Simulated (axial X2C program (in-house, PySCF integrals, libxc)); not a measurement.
Correcting the dissociation energy of YO for spin–orbit coupling

A spin-free CCSD(T) curve (one-electron X2C) was computed with an in-house relativistic program for diatomic molecules, basis Y dyall-cv3z [11s12p9d6f3g], O dyall-av3z [7s6p3d2f] (cores contracted in-house), for the state M_S = 1/2, Λ = 0 (beyond evenly filled blocks: σα). It gives D0 = 7.036 eV to Y + O, which in a spin-free picture are the weighted means of the ground terms.

Correlated methods: 9 electrons correlated (number of frozen shells: Y 4 s, 3 p, 1 d; O 1 s), 309 virtual spin orbitals or spinors in MP2, 89 natural virtuals in coupled cluster.

Measured levels of the ground terms (NIST Handbook of Basic Atomic Spectroscopic Data), in cm⁻¹: Y 2D: J = 3/2 at 0, J = 5/2 at 530.4; O 3P: J = 2 at 0, J = 1 at 158.3, J = 0 at 227.

The molecular state has Λ = 0, so it has no first-order lowering.

(1) How far does each ground level lie under the (2J+1)-weighted mean of its term?

(2) Correct D0.

Second-order spin–orbit effects in the molecule, which grow quickly with Z, are left out. The state is one determinant whose occupation by symmetry is held fixed; it was picked as the lowest of a PBE0 search that is not exhaustive. De is counted from the lowest determinant-based energies of the atoms at the same level, without counterpoise correction. CCSD and (T) use frozen natural virtuals with an MP2 correction for the truncation; (T) itself is uncorrected, so its De runs slightly low. The outer-core s and p shells of the metal are frozen in the correlated rows, which leaves out core–valence correlation; for alkali and alkaline-earth bonds that tends to lengthen them. With the outer-core shells frozen, correlated bond lengths of heavy atoms tend to come out a few hundredths of an ångström too long.

## Answers

(1) Y: (4 × 0 + 6 × 530.4)/10 = 318 cm⁻¹; O: (5 × 0 + 3 × 158.3 + 1 × 227)/9 = 78 cm⁻¹.

(2) D0 = 7.036 + (0 − 396)/8065.5 = 6.987 eV at CCSD(T) with these spin–orbit terms.
